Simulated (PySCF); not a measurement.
Se(F)(SH) (FHSSe), SMILES S[Se]F. Atoms are numbered in the order given.

```xyz
4

Se     0.2031     0.1968     0.5429
F      1.3528     0.8955    -0.6014
S     -1.1596    -0.7978    -0.7610
H     -0.5288    -1.9851    -0.8710
```
Charge 0, spin multiplicity 1.

The structure is a stationary point at PBE0-D3(BJ)/def2-TZVP. One conformer was computed; it need not be the lowest.

The numbers are results of PBE0/pcSseg-2 (PySCF), not measurements.

GIAO shieldings, no solvent; atoms alike by connectivity are averaged. δ = σ(ref) − σ: ⁷⁷Se against Me2Se (σ = 1739.2 ppm); ¹⁹F against CFCl3 (σ = 165.8 ppm); ³³S against H2S (σ = 711.3 ppm); ¹H against TMS (σ = 31.54 ppm), references at their B3LYP-D3(BJ)/def2-TZVP geometries, non-relativistic.

### Question
Estimate the chemical shifts. (Estimate from the structure and the level; the computed values follow.)

### Answer

```tsv
nucleus	atoms	count	δ (ppm)
⁷⁷Se	Se1	1	1872.8
¹⁹F	F2	1	-342.5
³³S	S3	1	307.3
¹H	H4	1	6.10
```
